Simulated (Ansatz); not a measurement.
Reaction (formal hydrolysis of the Sc–O bond): `C[O][Sc]([OH])[Cl]` + H₂O → `[OH][Sc]([OH])[Cl]` + CH₃OH

Computed with Ansatz on PBE0-D4/def2-TZVP structures; ΔE is electronic, products minus reactants. CCSD(T)/CBS adds triple-zeta CCSD(T) − MP2 to the extrapolated MP2 energy (def2 sets, frozen cores). This one scheme is used for every species. For Sc outer-core shells are correlated without core-valence functions, which leaves a few kJ/mol of doubt a bond. Scalar relativity is left out up to krypton. Each species was taken in one conformer, which may not be the lowest.

`C[O][Sc]([OH])[Cl]`:

Cartesian coordinates in Å:
```
C 1.262 1.031 0.850
O 0.160 0.408 0.281
Sc -1.233 -0.492 -0.521
O -0.907 -2.083 -1.411
Cl -3.379 0.406 -0.404
H 1.145 2.120 0.829
H 2.181 0.772 0.312
H 1.382 0.723 1.896
H -0.610 -2.884 -1.833
```

H₂O:

Z-matrix (Å, degrees):
```
O
H 1 0.960
H 1 0.960 2 105.1
```

`[OH][Sc]([OH])[Cl]`:

Cartesian coordinates in Å:
```
O 1.608 0.270 -0.409
Sc -0.218 0.328 -0.132
O -1.077 -1.064 0.728
Cl -1.442 2.161 -0.871
H 2.547 0.135 -0.497
H -1.418 -1.830 1.180
```

CH₃OH:

```xyz
6

C     0.055    0.337   -0.102
O     0.318   -0.875    0.568
H     0.863    1.024    0.151
H    -0.891    0.793    0.214
H     0.039    0.217   -1.192
H    -0.384   -1.496    0.361
```

| level | ΔE (eV) |
| --- | --- |
| HF/def2-SVP | 0.10 |
| CCSD(T)/def2-TZVPP | 0.11 |

What does CCSD(T)/CBS give? (Estimate.)

Computed: +0.12 eV. The listed levels differ from it by -0.02, -0.01 eV.

What do rigid-rotor, harmonic-oscillator terms from PBE0-D4/def2-TZVP frequencies (298.15 K, 1 bar) make of the CCSD(T)/CBS value? (Estimate.)

Ansatz gave: ΔZPE = +0.03 eV, ΔH = +0.12 eV, ΔS = -7 J/(mol·K), ΔG = +0.15 eV. Modes under 50 cm⁻¹ make the entropy rough.

Largest T1 diagnostic among the species: 0.015.

At CCSD(T), def2-SVP lies +0.04 eV from the extrapolated value and def2-TZVPP −0.02 eV. In def2-TZVPP, CCSD(T) changes the Hartree–Fock value by +0.08 eV (the triples alone add +0.02 eV) and MP2 by +0.08 eV. Leaving LDA and LC-ωPBE aside and taking each functional with its dispersion term where it has one, the values, not all of them listed here, spread over 0.05 eV, from ωB97M-V to BLYP-D4.
